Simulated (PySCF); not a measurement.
**Peak assignment**

Mapped SMILES: `[CH3:1][C:2](=[O:3])[CH2:4][C:5]([F:6])([F:7])[F:8]` (H(Xn): hydrogen on atom n).

[PySCF 2.14: structure optimised with PBE0-D3(BJ)/def2-TZVP; B97-2/pcSseg-2 with gauge-including orbitals; one conformer; fast rotation and ring inversion assumed for equivalent nuclei; no relativistic terms; in vacuum]

Referencing at the same level of theory: TMS for ¹³C (σref 185.38) and ¹H (σref 31.64).

Q: Assign these signals to the numbered atoms. ¹³C{¹H} NMR (computed): δ 207.3 (C), 136.0 (C), 52.8 (CH2), 31.5 (CH3).

A: 
```tsv
δ (ppm)	atoms	environment	reason
207.3	C2	ketone carbonyl carbon	low-lying n→π* states of the double bond to the heteroatom give a large paramagnetic term (-274 ppm)
136.0	C5	CF3 carbon	3 electronegative neighbours deshield it
52.8	C4	sp3 CH2 α to a carbonyl	the adjacent C=O deshields it moderately
31.5	C1	methyl carbon α to a carbonyl	α to the electron-withdrawing carbonyl group
```

Q: Assign these signals to the numbered atoms. ¹H NMR (500 MHz, computed): δ 3.01 (m, 2H), 2.32 (s, 3H).

A: 
3.01 → H(C4), hydrogen on an sp3 CH2 α to a carbonyl: α to C=O
2.32 → H(C1), hydrogen on a methyl carbon α to a carbonyl: α to C=O

Splittings by ¹⁹F in the carbon and heteronuclear signals aren't shown, as no couplings were computed. Shifts are as computed. Against solution values, carbons near 30 ppm lie about +3 ppm off and those near 130 ppm about +7 ppm. Of 1211 compounds with measured shifts, 218 miss one by over three times the rms of a fit or turn the order of signals round; such compounds aren't used in these exercises. No couplings were computed; multiplicities are counted from neighbouring protons, with m where these are inequivalent, close in shift, in a saturated or five-membered ring or joined by F or P, and br s for small geminal =CH2 splittings.
